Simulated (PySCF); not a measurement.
1-chloro-4,4,4-trifluorobuta-1,2-diene (C₄H₂ClF₃), SMILES FC(F)(F)C=C=CCl.

Geometry optimised at PBE0-D3(BJ)/def2-SVP.

The numbers are results of PySCF with ωB97X/def2-TZVP, not measurements.

The molecule is in vacuum.

**Question.** Estimate the frontier levels, gap, dipole moment. (An estimate is asked for; the answer gives what the named calculation found.)

**Answer.** 
```yaml
highest_occupied_level: -10.28 eV
lowest_empty_level: 0.78 eV
orbital_gap: 11.06 eV
dipole_moment: 2.01 D
quadrupole, principal values (traceless, Buckingham form, about the centre of nuclear charge): -6.55, 2.35, 4.20 D·Å
```
